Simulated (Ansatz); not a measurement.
```xyz
7

C     0.4488   -0.0188    0.9907
In   -0.4223    0.0224   -0.9378
F    -2.2044   -0.5801   -1.4236
F     0.4048    0.6702   -2.5721
H     1.3765    0.5493    0.9771
H    -0.2519    0.4121    1.7042
H     0.6485   -1.0550    1.2615
```

Total charge 0; spin multiplicity 1. In: def2 effective core potential.

**Question.** List the CAM-B3LYP/def2-TZVPP orbital energies in eV (Ansatz 0.2.0). (An estimate is asked.)

**Answer.** Computed: Occupied: -671.82, -671.82, -279.82, -129.95, -86.75, -86.41, -86.38, -32.26, -32.22, -23.88, -23.58, -23.56, -23.49, -23.23, -21.55, -14.23, -13.93, -13.87, -12.31, -12.21, -12.11, -11.79, -11.62, -10.62. Lowest empty: -0.80, -0.45, 1.16, 1.33, 2.34, 3.18, 3.44, 3.78.
